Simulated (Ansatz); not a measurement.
Consider the ligand exchange at the Si–N bond: `O[SiH2]N[SiH2][SiH3]` + `CN[SiH2]O` → `CN([SiH2]O)[SiH2]O` + `N[SiH2][SiH3]`.

Isolated molecules relaxed with PBE0-D4/def2-TZVP in Ansatz; ΔE leaves out vibrations. CCSD(T)/CBS adds triple-zeta CCSD(T) − MP2 to the extrapolated MP2 energy (def2 sets, frozen cores). This one scheme is used for every species. Functionals use def2-TZVPP. Each species was taken in one conformer, which may not be the lowest.

```
         level  ΔE (kJ/mol)
       ωB97M-V          9.3
           PBE         12.0
 HF/def2-QZVPP         14.0
MP2/def2-QZVPP          8.6
```

(1) What does CCSD(T)/CBS give? (An estimate is asked.)

Largest T1 diagnostic among the species: 0.012.

Answers

(1) The calculation gave: +9.4 kJ/mol. The listed levels differ from it by -0.1, 2.6, 4.6, -0.8 kJ/mol.

The D4 term adds −3.5 kJ/mol with B3LYP and −1.7 kJ/mol with PBE0; it sums over pairs of atoms, weighted by their polarisabilities, and B3LYP, whose exchange is more repulsive, gets the larger term. In def2-TZVPP, CCSD(T) changes the Hartree–Fock value by −5.3 kJ/mol (the triples alone add −0.9 kJ/mol) and MP2 by −5.9 kJ/mol.

B3LYP here is the variant with VWN-RPA as its local correlation; programs differ in this.
